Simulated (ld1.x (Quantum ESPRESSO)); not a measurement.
## What one change does to a pseudopotential (Mn, RRKJ)

manganese (Mn), norm-conserving RRKJ (Kleinman–Bylander form), made with ld1.x (Quantum ESPRESSO) 7.5 (PBE, scalar-relativistic). Core [Ar], reference 3d5 4s2 4p0. Waves: 4s (bound): rc 2.40 bohr; 4p (bound, empty): rc 3.50 bohr; 3d (bound): rc 1.00 bohr. Local part: all-electron potential smoothed inside 2.20 bohr (lloc = -1). Core correction: a·sin(br)/r model core, default radius (core density twice the valence density). rho0 = 0.01.

All-electron outer shells of the reference configuration (PBE, scalar-relativistic, ld1.x):

```json
{"shell": "3s", "level (eV)": "-85.88", "outermost node (bohr)": "0.34", "outermost maximum (bohr)": "0.74"}
{"shell": "3p", "level (eV)": "-54.59", "outermost node (bohr)": "0.31", "outermost maximum (bohr)": "0.75"}
{"shell": "3d", "level (eV)": "-6.77", "outermost node (bohr)": "–", "outermost maximum (bohr)": "0.76"}
{"shell": "4s", "level (eV)": "-5.11", "outermost node (bohr)": "1.05", "outermost maximum (bohr)": "2.51"}
{"shell": "4p", "level (eV)": "-1.37", "outermost node (bohr)": "1.16", "outermost maximum (bohr)": "3.43"}
```

Change: wave 3d (bound): rc 1.00 bohr becomes 3d (bound): rc 1.12 bohr.

Cutoffs: the cutoffs (Ry, on a coarse ladder) from which the occupation-weighted sum of valence levels, in a spherical-Bessel basis at the reference potential, stays within 10 and 1 mRy of its value at 400 Ry; they do not see the model core or the augmentation charge, which bear on the density cutoff. Errors are all-electron minus pseudo energies relative to the spin-unpolarised reference configuration.

**Question.** How do hardness, ghosts and transferability respond?

**Answer.** The potential gets softer (160 Ry and 180 Ry → 140 Ry and 140 Ry); the errors of the 7 common tests hardly move; neither file shows a bound ghost. A larger radius leaves more room for a smooth pseudo-wave, so fewer plane waves are needed.

| quantity | base | changed |
| --- | --- | --- |
| cutoff, loose | 160 Ry | 140 Ry |
| cutoff, tight | 180 Ry | 140 Ry |
| loose cutoff by channel (10 mRy a level) | s 12 Ry, d 140 Ry | s 12 Ry, d 120 Ry |
| bound ghosts | none | none |
| error for 3d5 4s1 4p0, meV [ΔE 8.42 eV] | -5.8 | -5.5 |
| error for 3d5 4s0 4p0, meV [ΔE 24.01 eV] | -43 | -41 |
| error for 3d4 4s0 4p0, meV [ΔE 56.53 eV] | -297 | -294 |
| error for 3d5 4s1 4p1, meV [ΔE 3.86 eV] | -2.8 | -2.7 |
| error for 3d5 4s0 4p2, meV [ΔE 7.93 eV] | -12 | -12 |
| error for 3d6 4s0 4p0, meV [ΔE 6.81 eV] | -287 | -281 |
| error for 3d6 4s1 4p0, meV [ΔE -0.36 eV] | -155 | -153 |
| s: phases at 3.81 bohr within 0.05 rad from the reference energy up to (Ry; the scan ends near 5) | 0.7 | 0.7 |
| p: phases at 3.81 bohr within 0.05 rad from the reference energy up to (Ry; the scan ends near 5) | 1.4 | 1.4 |
| d: phases at 3.81 bohr within 0.05 rad from the reference energy up to (Ry; the scan ends near 5) | 0.5 | 0.5 |
